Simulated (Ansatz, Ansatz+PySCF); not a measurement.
```xyz
4

C     0.0000    0.0000   -0.6526
C     0.0000    0.0000    0.6526
H     0.0000    0.0000   -1.8136
H     0.0000    0.0000    1.8136
```

Basis set: def2-SVP (spherical functions). Correlated methods keep 2 orbitals frozen. Charge 0, multiplicity 1.

Computed with Ansatz (development build ahead of 0.2.0); each method stands on the lowest determinant of its kind that the runs found. Restricted open shells among the atoms or ions are ROHF, correlated in semicanonical orbitals with singles.

The atomization energy at this shape (free ground-state atoms in the same class of orbitals less the molecule, no zero-point energy) of singlet C₂H₂:

```csv
method,atomization energy
RHF-CCSD(T),1570.5 kJ/mol
UHF-CCSD(T),1566.2 kJ/mol
RHF-MP2,1603.6 kJ/mol
UHF-MP2,1515.4 kJ/mol
UHF,1157.7 kJ/mol
```

Problem. What does RHF give?

Solution. 1168.0 kJ/mol. Caution: the shape is not the minimum. Caution for UHF-CCSD(T), UHF-MP2, UHF: the determinant breaks the point group; the unrestricted determinant is spin contaminated. Caution for UHF-MP2: another reference gives a lower total.
